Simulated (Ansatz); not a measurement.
Species: SiOF (charge 0, doublet). SMILES: O=[Si]F
Coordinates optimised at B3LYP-D3(BJ)/def2-TZVP (Ansatz, an electronic-structure program):
```xyz
3

Si    -0.0796    -0.1221     0.3643
O      1.3457    -0.5528     0.0273
F     -1.0723     0.6813    -0.5910
```
Charge 0, spin multiplicity 2.

Wanted: atomisation energy, in kcal/mol. Set-up: spin-orbit terms left out; UHF or UKS for open shells; atomisation electronic, to ground-state atoms; non-relativistic; dispersion terms only where a functional's name holds one. First-principles rows: single points at B3LYP-D3(BJ) geometries (Ansatz).

```json
[
 {"species": "O=[Si]F", "coefficient": "-1", "E at B3LYP/STO-3G (Ansatz), Eh": "-458.62650", "E at PBE/def2-TZVPD (Ansatz), Eh": "-464.36246"},
 {"species": "F atom", "coefficient": "+1", "E at B3LYP/STO-3G (Ansatz), Eh": "-98.26898", "E at PBE/def2-TZVPD (Ansatz), Eh": "-99.67049"},
 {"species": "O atom", "coefficient": "+1", "E at B3LYP/STO-3G (Ansatz), Eh": "-74.03486", "E at PBE/def2-TZVPD (Ansatz), Eh": "-75.01069"},
 {"species": "Si atom", "coefficient": "+1", "E at B3LYP/STO-3G (Ansatz), Eh": "-285.94209", "E at PBE/def2-TZVPD (Ansatz), Eh": "-289.22297"}
]
```

 1 Eh = 627.5095 kcal/mol.

Work the quantity out at each level.


- B3LYP/STO-3G: the sum of coefficient times E is 0.38057 Eh, or 238.81 kcal/mol. Result: 238.8 kcal/mol.
- PBE/def2-TZVPD: the sum of coefficient times E is 0.45831 Eh, or 287.59 kcal/mol. Result: 287.6 kcal/mol.
